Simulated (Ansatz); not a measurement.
Basis-set extrapolation for `CC1(C)C=CC=C1` (PBE0-D4/def2-TZVP geometry, frozen core, the Gaussian-basis code of Ansatz). Multiplicity 1, RHF reference.

```csv
,def2-TZVPP,def2-QZVPP
HF,-270.960008,-270.971985
MP2 correlation,-1.157720,-1.229445
CCSD(T) correlation,-1.263639,not run
```

Energies in hartree. Use E(X) = E(∞) + A·exp(−7.88·√X) for Hartree–Fock and E(X) = E(∞) + B·X^(−2.97) for correlation, with X = 3 and 4, and add CCSD(T) minus MP2 of the smaller set to the MP2 limit.

**Question.** What is the CCSD(T) energy at the basis-set limit?

**Answer.** HF limit: -270.971985 + (-0.011977) × 0.13774 = -270.97363. MP2 limit: -1.229445 + (-0.071725) × 0.74074 = -1.28257. Higher-order term: -1.263639 − (-1.157720) = -0.10592. Total: -272.36212 hartree, 86.9 kcal/mol below CCSD(T)/def2-TZVPP.
